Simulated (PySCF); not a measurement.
[Gd(SH)4]− at several levels of theory

Computed with PySCF 2.14.0 (density fitting, no spin-orbit coupling) at the geometry relaxed with PBE0:

```xyz
9
[Gd(SH)4]− (singlet in the valence; each metal's 4f electrons, 7 of them, lie in its core potential, out of spins and levels)
Gd    0.0000    0.0000    0.0012
S     1.4642    1.5916    1.5801
H     1.8278    0.5032    2.3012
S    -1.4642   -1.5916    1.5801
H    -1.8278   -0.5032    2.3012
S     1.5896   -1.4666   -1.5777
H     0.5018   -1.8326   -2.2985
S    -1.5896    1.4666   -1.5777
H    -0.5018    1.8326   -2.2985
```

| level | basis | state | HOMO (eV) | gap (eV) | charge on Gd1 (e) | population of f-type functions on Gd1 (polarisation alone where 4f lies in the core) | dipole about the centre of mass (D) | largest force component (eV/Å) |
| --- | --- | --- | --- | --- | --- | --- | --- | --- |
| PBE0 | Gd lcecp-1-SVP with ECP53, S def2-SVP, H def2-SVP | singlet | -3.08 | 6.02 | 0.59 | 0.03 | 0.00 | 0.01 |
| PBE | the same | singlet | -1.84 | 4.18 | 0.39 | 0.03 | 0.00 | 0.28 |

In the lcecp rows the 4f levels are missing from HOMO and gap, and the state counts the valence alone.

Charges are Mulliken's, which hang on the basis. The relaxation used the grid (50, 194), these runs (75, 302) or, all-electron (x2c bases, spin-free X2C Hamiltonian), (99, 590).

Task: What does B3LYP with Gd lcecp-1-SVP with ECP53, S def2-SVP, H def2-SVP give here?

Result: state singlet, HOMO (eV) -2.75, gap (eV) 5.49, charge on Gd1 (e) 0.50, population of f-type functions on Gd1 (polarisation alone where 4f lies in the core) 0.03, dipole about the centre of mass (D) 0.00, largest force component (eV/Å) 0.15. Time: 11 s on 2 threads of Arm Neoverse V1 (shared host), from an already converged density.

In the first row's basis the gap widens with exact exchange: 4.2 eV for PBE (none); 5.5 to 6.0 eV for B3LYP, PBE0 (a fixed share).

An lcecp potential fixes the number of 4f electrons, so in runs with it no electron can move into or out of that shell.
